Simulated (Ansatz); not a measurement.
`NC(F)(F)[SiH3]` → `F[C]F` + `N[SiH3]` at 298.15 K and 1 bar (formal loss of a carbene).

Isolated molecules relaxed with PBE0-D4/def2-TZVP in Ansatz; ΔE leaves out vibrations. CCSD(T)/CBS adds triple-zeta CCSD(T) − MP2 to the extrapolated MP2 energy (def2 sets, frozen cores). This one scheme is used for every species. One conformer a species, not always the lowest.

| species | CCSD(T)/CBS energy (Eh) | H − E (kJ/mol) | S (J/(mol·K)) |
| --- | --- | --- | --- |
| `NC(F)(F)[SiH3]` | -584.40769 | 186.3 | 333.4 |
| `F[C]F` | -237.54028 | 28.9 | 240.6 |
| `N[SiH3]` | -346.80422 | 145.7 | 264.3 |

H − E and S are ideal-gas, rigid-rotor, harmonic terms from PBE0-D4/def2-TZVP, for one conformer and one mirror image of each species. 1 Eh = 2625.50 kJ/mol, R = 8.31446 J/(mol·K).

Task: By hand: ΔE, ΔH, ΔS and ΔG.

Result: ΔE = (-237.54028) + (-346.80422) − (-584.40769) = 0.06319 Eh = 165.9 kJ/mol. Δ(H − E) = 28.9 + 145.7 − 186.3 = -11.7, so ΔH = 154.2 kJ/mol. ΔS = 240.6 + 264.3 − 333.4 = 171.5 J/(mol·K). ΔG = 154.2 − 298.15 × (171.5)/1000 = 103.1 kJ/mol.

Task: By hand: the equilibrium constant, and the temperature at which ΔG would vanish if ΔH and ΔS stayed fixed.

Result: log₁₀ K = −ΔG/(RT ln 10) = -18.1. ΔG = 0 at ΔH/ΔS = 899 K.

The number of gas molecules changes by +1, which sets the sign of ΔS. A doubt of 5 kJ/mol in ΔE shifts log₁₀ K by 0.9 here. Other conformers and mirror images would add mixing entropy, several J/(mol·K) or more a flexible species. These are equilibria of isolated gas molecules and say nothing of rates. Largest T1 diagnostic: 0.017 (customary marks: 0.02 for closed shells, 0.045 for open ones).
